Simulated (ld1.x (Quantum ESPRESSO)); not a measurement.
**Varying the TM potential for molybdenum**

Base potential:

```json
{
  "Element": "Mo (Z = 42)",
  "Generator": "ld1.x (Quantum ESPRESSO) 7.5",
  "Type": "norm-conserving Troullier–Martins (Kleinman–Bylander form)",
  "Functional": "PBE",
  "Relativity": "scalar-relativistic",
  "Frozen core": "[Ar] 3d10",
  "Valence charge": "14",
  "Reference configuration": "4s2 4p6 4d5 5s0.5 5p0 (charge +0.5)",
  "Partial waves": "4s (bound): rc 1.95 bohr; 4d (bound): rc 1.40 bohr; 4p (bound): rc 1.45 bohr",
  "Local potential": "the p channel",
  "Core correction": "a·sin(br)/r model core inside 0.65 bohr"
}
```

Occupied shells without a wave of their own: 5s. They enter only through the test configuration that unscreens the potential, and ld1.x also counts them in the model core charge.

Cutoffs, loose and tight: the cutoffs (Ry, on a coarse ladder) from which the occupation-weighted sum of valence levels, in a spherical-Bessel basis at the reference potential, stays within 10 and 1 mRy of its value at 400 Ry. They do not see the model core or the augmentation charge, which bear on the density cutoff. Test errors are all-electron minus pseudo excitation energies from the reference, over the configurations 4s2 4p6 4d5 5s1 5p0; 4s2 4p6 4d5 5s0 5p0; 4s2 4p6 4d4 5s0 5p0; 4s2 4p6 4d5.5 5s0.5 5p0; 4s2 4p6 4d5 5s0 5p1; 4s2 4p6 4d4 5s2 5p0; 4s2 4p6 4d2 5s0 5p0. A dash means not determined; rows that change the core or the reference have their own tests.

With those shells counted twice in exchange and correlation these files are broken, and their errors move erratically; no question is asked of them.

| change | outcome | cutoff, loose | cutoff, tight | bound ghosts | largest test error (meV) |
| --- | --- | --- | --- | --- | --- |
| base | generated, misses its reference levels by 0.70 eV | 55 Ry | 100 Ry | none | -1299 |
| wave 4s (bound): rc 1.95 bohr becomes 4s (bound): rc 2.04 bohr | generated, misses its reference levels by 0.85 eV | 55 Ry | 100 Ry | none | -1525 |
| functional PBEsol | generated, misses its reference levels by 0.71 eV | 55 Ry | 100 Ry | none | -1406 |
| reference 4s2 4p6 4d5.5 5s0.5 5p0 | generated, misses its reference levels by 0.56 eV | 55 Ry | 100 Ry | none | -1364 |
| wave 4d (bound): rc 1.40 bohr becomes 4d (bound): rc 1.58 bohr | generated, misses its reference levels by 0.70 eV | 55 Ry | 100 Ry | none | -1300 |
| local potential the s channel | generated, misses its reference levels by 1.90 eV | 55 Ry | 100 Ry | none | +2861 |
| wave 4p (bound): rc 1.45 bohr becomes 4p (bound): rc 2.22 bohr | generated, misses its reference levels by 0.84 eV | 45 Ry | 60 Ry | none | -1391 |
| core correction a·sin(br)/r model core inside 0.64 bohr | generated, misses its reference levels by 0.70 eV | 55 Ry | 100 Ry | none | -1299 |
| type TM semilocal; local potential the d channel | generated, misses its reference levels by 1.90 eV | 55 Ry | 100 Ry | none | -2948 |
| all radii but the core radius scaled by about 0.83 (s 1.62, p 1.20, d 1.16 bohr) | generated, misses its reference levels by 0.26 eV | 110 Ry | 160 Ry | none | -596 |
| wave 4s (bound): rc 1.95 bohr becomes 4s (bound): rc 1.34 bohr | generated | 90 Ry | 140 Ry | none | -289 |
